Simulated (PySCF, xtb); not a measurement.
LiCl, SMILES [Li][Cl].

Harmonic wavenumbers (cm⁻¹) from GFN2-xTB (xtb 6.7.1) at its own minimum, in rising order: 653.

Task: What does PBE-D3(BJ)/def2-TZVPD in PySCF give at its own minimum? (The exact figures need the calculation; the answer reports its results.)

Result: 635. Paired by order, the mean absolute difference is 18 cm⁻¹ and the zero-point energies are 0.9 and 0.9 kcal/mol.
